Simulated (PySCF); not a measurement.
Isomers of C4H8Si. Gas-phase values, no solvent. One relaxed conformer stands for each flexible species; it need not be the lowest. Strings in code marks are SMILES.

All values below come from PBE-D3(BJ)/def2-TZVP // B3LYP-D3(BJ)/def2-TZVP (PySCF). Delta-SCF ions had no search for a lower state. Excitations are Tamm–Dancoff values on a coarser integration grid. The basis has no diffuse functions, so Rydberg states are missing or too high.

```csv
species,S1 oscillator strength,HOMO (eV),T1 excitation (TDA) (eV),LUMO (eV),vertical ionisation energy (Delta-SCF) (eV)
"`C=CC[SiH]=C` (C–C–C–Si torsion -104°, C–C–Si–C torsion -114°)",[?],[?],2.78,-1.82,–
`[SiH3]C1=CCC1`,0.000,-6.24,4.13,-1.21,9.17
`C=CC(C)=[SiH2]` (C–C–C–Si torsion 180°),0.689,-4.97,1.92,-2.39,7.59
`C[C@@H]1CC1=[SiH2]`,0.064,-5.20,2.50,-1.88,8.05
`CC[SiH]1C=C1` (C–C–Si–C torsion 25°),[?],[?],4.44,-1.17,[?]
`C[Si](C)=C=C`,0.000,[?],2.95,-1.26,7.44
`C=C=CC[SiH3]`,0.009,-5.95,4.47,[?],8.84
`C1CC12C[SiH2]2`,0.192,[?],4.56,[?],8.60
```

**Question.** Fill in the missing entries.

**Answer.** 
- `C=CC[SiH]=C` (C–C–C–Si torsion -104°, C–C–Si–C torsion -114°), S1 oscillator strength: 0.089
- `C=CC[SiH]=C` (C–C–C–Si torsion -104°, C–C–Si–C torsion -114°), HOMO (eV): -5.36
- `CC[SiH]1C=C1` (C–C–Si–C torsion 25°), S1 oscillator strength: 0.012
- `CC[SiH]1C=C1` (C–C–Si–C torsion 25°), HOMO (eV): -6.01
- `CC[SiH]1C=C1` (C–C–Si–C torsion 25°), vertical ionisation energy (Delta-SCF) (eV): 9.16
- `C[Si](C)=C=C`, HOMO (eV): -4.62
- `C=C=CC[SiH3]`, LUMO (eV): -0.86
- `C1CC12C[SiH2]2`, HOMO (eV): -5.71
- `C1CC12C[SiH2]2`, LUMO (eV): -0.66
